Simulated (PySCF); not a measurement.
# I²⁺ (iodine, charge +2): PBE calculation

Configuration: [Kr] 4d10 5s2 5p3, high-spin 4S determinant. All numbers are calculated (PySCF 2.14, the spin-free X2C one-electron Hamiltonian (Gaussian nucleus), in x2c-SVPall).

```json
{
 "Total energy": "-7113.27 hartree",
 "One-electron energy": "-9710.12 hartree",
 "Hartree (Coulomb) energy": "2778.98 hartree",
 "Exchange-correlation energy": "-182.13 hartree",
 "⟨S²⟩": "3.7503",
 "⟨L²⟩": "0.000",
 "Sum of ⟨r⟩": "32.13 bohr",
 "Sum of ⟨r²⟩": "42.08 bohr²",
 "Langevin diamagnetic susceptibility": "-33.3 ×10⁻⁶ cm³/mol",
 "Time after the integrals": "0.42 s of wall time on 1 thread of Neoverse-V2 (shared host)"
}
```

```json
{"shell": "1s α", "electrons": "1", "mean orbital energy (hartree)": "-1210.40162", "rms radius, mean of both spins (bohr)": "0.0312"}
{"shell": "1s β", "electrons": "1", "mean orbital energy (hartree)": "-1210.39746", "rms radius, mean of both spins (bohr)": "0.0312"}
{"shell": "2s α", "electrons": "1", "mean orbital energy (hartree)": "-187.69984", "rms radius, mean of both spins (bohr)": "0.127"}
{"shell": "2s β", "electrons": "1", "mean orbital energy (hartree)": "-187.69772", "rms radius, mean of both spins (bohr)": "0.127"}
{"shell": "2p α", "electrons": "3", "mean orbital energy (hartree)": "-168.74937", "rms radius, mean of both spins (bohr)": "0.113"}
{"shell": "2p β", "electrons": "3", "mean orbital energy (hartree)": "-168.74571", "rms radius, mean of both spins (bohr)": "0.113"}
{"shell": "3s α", "electrons": "1", "mean orbital energy (hartree)": "-38.54120", "rms radius, mean of both spins (bohr)": "0.335"}
{"shell": "3s β", "electrons": "1", "mean orbital energy (hartree)": "-38.53735", "rms radius, mean of both spins (bohr)": "0.335"}
{"shell": "3p α", "electrons": "3", "mean orbital energy (hartree)": "-32.37758", "rms radius, mean of both spins (bohr)": "0.336"}
{"shell": "3p β", "electrons": "3", "mean orbital energy (hartree)": "-32.37318", "rms radius, mean of both spins (bohr)": "0.336"}
{"shell": "3d α", "electrons": "5", "mean orbital energy (hartree)": "-23.06392", "rms radius, mean of both spins (bohr)": "0.314"}
{"shell": "3d β", "electrons": "5", "mean orbital energy (hartree)": "-23.05970", "rms radius, mean of both spins (bohr)": "0.314"}
{"shell": "4s α", "electrons": "1", "mean orbital energy (hartree)": "-7.40950", "rms radius, mean of both spins (bohr)": "0.787"}
{"shell": "4s β", "electrons": "1", "mean orbital energy (hartree)": "-7.39976", "rms radius, mean of both spins (bohr)": "0.787"}
{"shell": "4p α", "electrons": "3", "mean orbital energy (hartree)": "-5.46930", "rms radius, mean of both spins (bohr)": "0.845"}
{"shell": "4p β", "electrons": "3", "mean orbital energy (hartree)": "-5.45910", "rms radius, mean of both spins (bohr)": "0.845"}
{"shell": "4d α", "electrons": "5", "mean orbital energy (hartree)": "-2.61962", "rms radius, mean of both spins (bohr)": "0.997"}
{"shell": "4d β", "electrons": "5", "mean orbital energy (hartree)": "-2.60298", "rms radius, mean of both spins (bohr)": "0.997"}
{"shell": "5s α", "electrons": "1", "mean orbital energy (hartree)": "-1.36317", "rms radius, mean of both spins (bohr)": "1.99"}
{"shell": "5s β", "electrons": "1", "mean orbital energy (hartree)": "-1.27099", "rms radius, mean of both spins (bohr)": "1.99"}
{"shell": "5p α", "electrons": "3", "mean orbital energy (hartree)": "-0.93920", "rms radius, mean of both spins (bohr)": "2.36"}
```

Densities and radii are taken from the X2C orbitals without a picture-change correction, which distorts them close to the nucleus.
